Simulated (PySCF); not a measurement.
Input of a run (PBE0-D3(BJ)/def2-SVP geometry optimisation, gas phase (PySCF 2.14.0)), started from GFN2-xTB:
```
{"job": {"xc": "PBE0", "basis": "def2-SVP", "d3": "d3bj", "grid": 1, "shake": 0.01, "kind": "geom"}, "charge": 0, "multiplicity": 1}
C      3.343850    -1.675280     0.329330
C      2.199620    -1.757780    -0.377520
Si     1.501640    -0.401500    -1.501400
Si     0.213370     1.038560    -0.201680
Si    -1.101440     2.517810    -1.483130
Si     1.446180     2.097510     1.457810
C     -1.045430    -0.103350     0.752690
C     -1.931440    -0.917160    -0.175240
C     -2.931400    -1.788420     0.624420
H      3.944950    -0.775000     0.269340
H      3.667830    -2.428970     0.996760
H      1.622030    -2.656060    -0.262580
H      0.809350    -1.074050    -2.610820
H      2.641310     0.318860    -2.082690
H     -0.249440     3.550240    -2.058670
H     -2.129680     3.240760    -0.693430
H     -1.801880     1.905400    -2.595420
H      2.143570     1.163090     2.348810
H      0.677870     2.963980     2.347640
H      2.454890     2.940080     0.848100
H     -0.516520    -0.781550     1.393120
H     -1.679790     0.480300     1.400360
H     -1.315910    -1.548870    -0.823440
H     -2.510050    -0.248490    -0.834900
H     -3.537520    -2.383980    -0.069740
H     -3.588250    -1.162710     1.224150
H     -2.398450    -2.502190     1.270530
```

Output (energies in Eh, forces in Eh/bohr):
```
step   0  E = -1358.08892406  max force = 0.027216
step   1  E = -1358.10161788  max force = 0.005487
step   2  E = -1358.10207529  max force = 0.001177
step   3  E = -1358.10223716  max force = 0.001011
step   4  E = -1358.10234796  max force = 0.002114
step   5  E = -1358.10244969  max force = 0.001076
step   6  E = -1358.10252198  max force = 0.000807
step   7  E = -1358.10256227  max force = 0.000594
step   8  E = -1358.10258779  max force = 0.000921
step   9  E = -1358.10261904  max force = 0.000989
step  10  E = -1358.10263585  max force = 0.000652
step  11  E = -1358.10263699  max force = 0.000292
optimisation converged
```

**Question.** Summarise the run.

**Answer.** The energy falls by 36.0 kJ/mol over 12 energy and gradient evaluations, the largest force component goes from 0.0272 to 2.9e-04 Eh/bohr, and the atoms move by 0.174 Å rms after alignment. Among the bonds, Si5–H17 and Si6–H20 change most and about equally (+0.047 to +0.048 Å). Bonds longer at the end by more than 0.005 Å: 18 of 26; shorter: 5. Among the angles that change most is Si3–Si4–Si6, from 112.8° to 106.4°. Among the dihedrals that turn most is H12–C2–Si3–Si4, from 91° to 72°. The energy never rose by more than 1e-6 Eh on the way. The first step brought 93 % of the lowering.

**Question.** What are the final bond lengths?

**Answer.** C1=C2 1.339 Å, C2–Si3 1.873 Å, Si3–Si4 2.349 Å, Si4–Si5 2.344 Å, Si4–Si6 2.342 Å, Si4–C7 1.905 Å, C7–C8 1.528 Å, C8–C9 1.521 Å, C1–H10 1.096 Å, C1–H11 1.096 Å, C2–H12 1.099 Å, Si3–H13 1.498 Å, Si3–H14 1.497 Å, Si5–H15 1.496 Å, Si5–H16 1.498 Å, Si5–H17 1.497 Å, Si6–H18 1.497 Å, Si6–H19 1.498 Å, Si6–H20 1.497 Å, C7–H21 1.105 Å, C7–H22 1.104 Å, C8–H23 1.105 Å, C8–H24 1.104 Å, C9–H25 1.101 Å, C9–H26 1.102 Å, C9–H27 1.102 Å. Numbering counts from 1 in the input's order; the species is `C=C[SiH2][Si]([SiH3])([SiH3])CCC`.

The run used 232 basis functions and 85 SCF cycles in all.

Stationary, but not proved a minimum. The numbers are those of one conformer.
